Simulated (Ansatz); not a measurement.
A nudged elastic band was laid between two geometries of C2H5NSi (9 atoms, charge 0, multiplicity 1).

Method: Ansatz 0.2.0, UKS B3LYP/cc-pVDZ.

```yaml
movable_images: 1
climbing_image: no
spring: 5.0 eV/Å²
optimiser: quadratic models (default)
start_path: through a guess of the saddle point
force_threshold: 0.05 eV/Å
iteration_limit: 60
end_points: relaxed
```

First end point:

```xyz
9
Properties=species:S:1:pos:R:3
C -1.256 0.724 -0.552
Si 0.012 -0.697 -0.797
C 1.037 -0.773 0.710
N 1.550 -1.255 1.700
H -1.802 0.591 0.395
H -1.995 0.679 -1.368
H -0.790 1.721 -0.562
H 1.048 -0.279 -1.809
H 2.196 -0.710 2.283
```

Last end point:

```xyz
9
Properties=species:S:1:pos:R:3
C -1.099 1.243 -0.336
Si -0.246 -0.230 -0.902
C 0.926 -0.898 0.523
N 1.307 -0.700 1.662
H -1.942 1.157 0.361
H -1.104 -1.427 -1.146
H -0.567 2.200 -0.282
H 0.738 -0.030 -2.006
H 1.989 -1.314 2.125
```

**Question.** What changes between the two ends?

**Answer.** Bonds broken: C1–H6. Bonds formed: Si2–H6.

**Question.** What energy profile does the band end with?

**Answer.** The run converged. The highest image is number 1 of 0 to 2, 62.6 kcal/mol above the first end and 30.0 kcal/mol above the last; the last end lies 32.6 kcal/mol above the first. Neighbouring images differ by up to 2.7 eV, so the band resolves the path poorly. No image climbed, so the highest image needn't sit at the top of the path. So few images can step over the top or miss a turn of the path. The orbitals stay closed-shell, which can raise the energy where a bond breaks towards radicals; this wasn't checked here.

```tsv
image	path coordinate (Å)	energy (kcal/mol)	C1–H6 (Å)	Si2–H6 (Å)
0	0.00	0.0	1.10	2.50
1	1.70	62.6	1.41	1.68
2	3.41	32.6	2.79	1.49
```

**Question.** What is the geometry of the highest image?

**Answer.** 
```xyz
9
Properties=species:S:1:pos:R:3:forces:R:3
C -1.140 0.892 -0.421 -0.18 -0.74 -0.22
Si 0.181 -0.325 -0.782 0.63 -0.44 0.17
C 1.302 -0.705 0.605 0.43 0.25 0.20
N 1.212 -1.195 1.723 0.08 -1.00 0.05
H -1.782 0.993 0.463 0.28 -0.63 0.16
H -1.489 -0.367 -0.955 -1.12 2.78 -0.02
H -1.043 1.899 -0.885 -0.61 -0.66 -0.71
H 0.749 0.045 -2.104 0.26 -0.06 0.07
H 2.011 -1.237 2.355 0.22 0.50 0.28
```

Run time: 36 s on 2 threads of Intel(R) Xeon(R) 6975P-C (Granite Rapids) (shared host), peak memory 0.25 GiB.
